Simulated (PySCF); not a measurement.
## RuS₂: fields on a plane

Level of theory: UPBE0/[Ru def2-SVP with ECP28, S def2-SVP], scalar-relativistic core potentials, density fitting, no spin–orbit coupling, PySCF.

The quintet minimum has Ru–S 2.095 Å (×2); S–Ru–S 110.0°.

The plane holds Ru1 at (0.00, 0.00), S2 at (2.09, 0.00), S3 at (-0.72, 1.97) Å. Columns run from x = -2.85 to 4.35 Å, rows from y = 4.35 (top) to -1.95 Å, in steps of 0.3 Å. Other isomers or separated fragments may lie lower. Core electrons replaced by a potential are absent, the electrostatic potential uses the reduced nuclear charge, and values within about 0.7 Å of such atoms have no physical meaning.

Q: Give the electron density (e/Å³) (cut at 5 e/Å³). Lower edges of the bins (e/Å³): '_' 0.000, '.' 0.030, ':' 0.076, '-' 0.151, '=' 0.268, '+' 0.455, '*' 0.750, '#' 1.218, '%' 1.960, '@' 3.136; top 5.00, each point printed twice.

A: 
```
__________________________________________________
__________________________________________________
__________________________________________________
__________....::::....____________________________
______....::--------::..__________________________
______..::==++++++==--::..________________________
____..::==++**####**==--..________________________
____..--++**%%@@@@##++--::..______________________
____..--++**@@@@@@##++==::..______________________
____..--++**%%@@@@**++==::............____________
____..::==****####**++==--::::::::::::....________
____..::--==++******++==------========--::..______
______..::--==++##%%%%**++==++++****++==--..______
______..::--==**@@@@@@@@##++****%%%%##++==::..____
________..::==%%@@####@@%%****%%@@@@%%**==::..____
________..::==%%@@####@@%%****%%@@@@%%**==::..____
________..::--**@@@@@@@@##++**##%%%%**++--::..____
__________..--==**%%%%**++==++******++==::..______
__________..::--======--------========--....______
____________....::::::::::::::::--::::....________
________________......................____________
__________________________________________________
```

Q: Give the spin density (e/Å³) (cut at ±0.5 e/Å³). Lower edges of the bins (e/Å³): '_' -0.052, '.' 0.004, ':' 0.059, '-' 0.114, '=' 0.169, '+' 0.224, '*' 0.279, '#' 0.335, '%' 0.390, '@' 0.445; top 0.50, each point printed twice.

A: 
```
__________________________________________________
__________________________________________________
__________________________________________________
__________________________________________________
________________........__________________________
________________..........________________________
____......______..::......________________________
____........____..::::....________________________
____....::::..@@..::......________________________
____......::..__________________......____________
____........__________________..........__________
____......________........____............________
______________..----##**::____..::::::....________
____________..==@@@@@@@@==______..::....__________
____________..++@@==++@@==______....______________
________......==@@--==@@++..____....______________
______......::++@@@@@@@@==..____..::....__________
______......::==%%%%==--..____..::::......________
______........::----....______............________
________................______..........__________
________................______........____________
__________............____________________________
```

Other spin states or occupations of the open shell can lie lower.
